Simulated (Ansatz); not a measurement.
One change: `O=C=[N][GaH][Cl]` becomes `O=C=[N][Ga]([Cl])[Cl]`.

Ansatz, PBE0-D4/def2-TZVP geometries, multiplicity 1. Each molecule was computed in one conformer, which needn't be the lowest.

Scalar relativity is left out up to krypton.

```json
{"property": "HOMO energy (B3LYP/def2-TZVPP) / eV", "`O=C=[N][GaH][Cl]`": "-8.57"}
{"property": "zero-point energy (PBE0-D4/def2-TZVP) / kJ/mol", "`O=C=[N][GaH][Cl]`": "57.1"}
{"property": "HOMO–LUMO gap (PBE0/def2-TZVPP) / eV", "`O=C=[N][GaH][Cl]`": "7.00"}
{"property": "LUMO energy (PBE0/def2-TZVPP) / eV", "`O=C=[N][GaH][Cl]`": "-1.83"}
{"property": "HOMO energy (PBE0/def2-TZVPP) / eV", "`O=C=[N][GaH][Cl]`": "-8.83"}
{"property": "LUMO energy (B3LYP/def2-TZVPP) / eV", "`O=C=[N][GaH][Cl]`": "-2.10"}
```

(1) Give the same properties after the change, and the shifts. (Estimate.)

## Answers

(1) The calculation gave: 
```tsv
property	`O=C=[N][Ga]([Cl])[Cl]`	shift
HOMO energy (B3LYP/def2-TZVPP) / eV	-8.94	-0.37
zero-point energy (PBE0-D4/def2-TZVP) / kJ/mol	42.5	-14.6
HOMO–LUMO gap (PBE0/def2-TZVPP) / eV	7.45	0.45
LUMO energy (PBE0/def2-TZVPP) / eV	-1.76	0.07
HOMO energy (PBE0/def2-TZVPP) / eV	-9.21	-0.38
LUMO energy (B3LYP/def2-TZVPP) / eV	-2.09	0.01
```

With PBE0 the HOMO falls by 0.38 eV and the LUMO rises by 0.07 eV, so the gap widens by about 0.45 eV. PBE moves the HOMO by -0.36 eV and ωB97M-V by -0.39 eV.

B3LYP here is the variant with VWN-RPA as its local correlation; programs differ in this.
